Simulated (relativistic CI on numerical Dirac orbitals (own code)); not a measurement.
# Hyperfine structure of Ta⁷⁰⁺, mass number 181

Calculated at this level of theory: Dirac-Coulomb-Breit CI, separate exchange-only KLI orbitals for each configuration, QED by a radiative potential, unscaled Slater integrals (own radial code, finite nucleus).

Configuration list (outside the closed core 1s2): 2s, 2p, 3s, 3p, 3d, 4s, 4p, 4d, 4f, 5s, 5p, 5d, 5f, 5g. Levels of other configurations are missing.

Nuclear spin I = 7/2, μ = 2.365 μN, Q = 3.17 b (tables of Stone and Pyykkö). The electronic factors are computed for point nuclear moments, without core polarisation or the Bohr-Weisskopf and QED corrections.

```json
{"Level": "2s 2S_1/2", "E (Ry)": "0.000", "A (GHz)": "15510", "B (GHz)": ""}
{"Level": "2p 2P°_1/2", "E (Ry)": "13.950", "A (GHz)": "5038", "B (GHz)": ""}
{"Level": "2p 2P°_3/2", "E (Ry)": "117.853", "A (GHz)": "568.1", "B (GHz)": "5290"}
{"Level": "3s 2S_1/2", "E (Ry)": "794.088", "A (GHz)": "4611", "B (GHz)": ""}
{"Level": "3p 2P°_1/2", "E (Ry)": "797.855", "A (GHz)": "1556", "B (GHz)": ""}
{"Level": "3p 2P°_3/2", "E (Ry)": "828.833", "A (GHz)": "176.4", "B (GHz)": "1680"}
{"Level": "3d 2D_3/2", "E (Ry)": "829.725", "A (GHz)": "102.2", "B (GHz)": "331"}
{"Level": "3d 2D_5/2", "E (Ry)": "838.503", "A (GHz)": "40.47", "B (GHz)": "399"}
```

Levels with J = 0, under 50 % of one LS term, or S terms without an open s electron are left out. Small factors come from cancelling terms and can be off by tens of per cent or more.

At this charge energies of transitions that change n are usually good to better than 1 %, and those within a shell (Δn = 0) to a few per cent.

(1) Give the hyperfine levels of 2s 2S_1/2 relative to its centre of gravity.

Results:

(1) With K = F(F + 1) − I(I + 1) − J(J + 1), E = AK/2: F = 3: -34900, F = 4: 27140 GHz.
